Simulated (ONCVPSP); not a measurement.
## B, ONCV: configuration errors across variants

B, optimised norm-conserving Vanderbilt (ONCV), made with ONCVPSP 4.0.1 (LDA (Perdew-Wang 92), scalar-relativistic). Core [He], reference 2s2 2p1. Waves: 2s: rc 1.25 bohr, ncon 4, nbas 7, qcut 6.6 1/bohr, 2 projectors, debl 0.9 Ha; 2p: rc 3.85 bohr, ncon 4, nbas 7, qcut 4.5 1/bohr, 2 projectors, debl 2.8 Ha; d scattering state at 0.41 Ha: rc 3.15 bohr, ncon 4, nbas 7, qcut 3.4 1/bohr, 2 projectors, debl 1.2 Ha. Local part: polynomial inside 0.90 bohr (lpopt 5, dvloc0 1 Ha). Core correction: none.

All-electron excitation energies from the reference (eV): (1) 2s2 2p0 8.321; (2) 2s1 2p0 33.619; (3) 2s2 2p0.5 2.940; (4) 2s1 2p1 14.277.

A true bound ghost makes a file unfit for plane-wave use even where its test errors are small: the radial tests pick states by their node count and pass the ghost by.

Errors AE − PS in meV (a dash: test not solved or not reliable):

```csv
change,(1),(2),(3),(4),bound ghosts,GHOST(+) flags above zero
base,+167,+522,+11,-219,d,p
"core correction Teter function, fcfact 5.25, rcfact 1.2",+167,+498,+11,-227,d,p
s: rc 1.26,+167,+522,+11,-219,d,p
p: qcut 3,+286,+838,+34,-246,d,p
```

(1) Give the same row for: local potential polynomial inside 0.90 bohr (lpopt 5, dvloc0 -1 Ha).

Answers

(1) +167, +522, +12, -216; bound ghosts: d; GHOST(+) flags above zero: none.
